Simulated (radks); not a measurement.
Results of a calculation; reference values are marked as such.
Polarisability of the krypton ion Kr6+, [Ar] 3d10 4s2, at imaginary frequency. Level of theory: scalar-relativistic Kohn-Sham, exchange-only LDA, spin-polarised, spherical densities, finite nucleus; Fermi nuclear charge, rms radius 4.1884 fm (a radial shooting solver on a logarithmic mesh with Libxc functionals). Response by self-consistent Sternheimer equations with the Hartree and adiabatic exchange-only LDA kernel, the relativistic mass of each level held fixed and spin-orbit coupling left out.

w (hartree)  alpha1(iw) (bohr^3)  alpha2(iw) (bohr^5)
0.00266                    2.641                3.016
0.0143                     2.640                3.015
0.0360                     2.636                3.014
0.0697                     2.623                3.011
0.118                      2.591                3.001
0.186                      2.521                2.979
0.280                      2.384                2.935
0.413                      2.145                2.845
0.605                      1.781                2.674
0.892                      1.325                2.363
1.35                      0.8753                1.863
2.12                      0.5278                1.217
3.59                      0.3001               0.6170
6.94                      0.1498               0.2326
17.5                     0.04536              0.05325

Static values: alpha1 = 2.641 bohr^3 (0.3914 angstrom^3; uncoupled 4.352), alpha2 = 3.016 bohr^5, alpha3 = 6.409 bohr^7. C6 = 5.070, C8 = 37.88, triple-dipole C9 = 9.297 atomic units. One-pole (London) frequency 4 C6 / (3 alpha1^2) = 0.969 hartree, against 3.720 for minus the highest occupied eigenvalue.
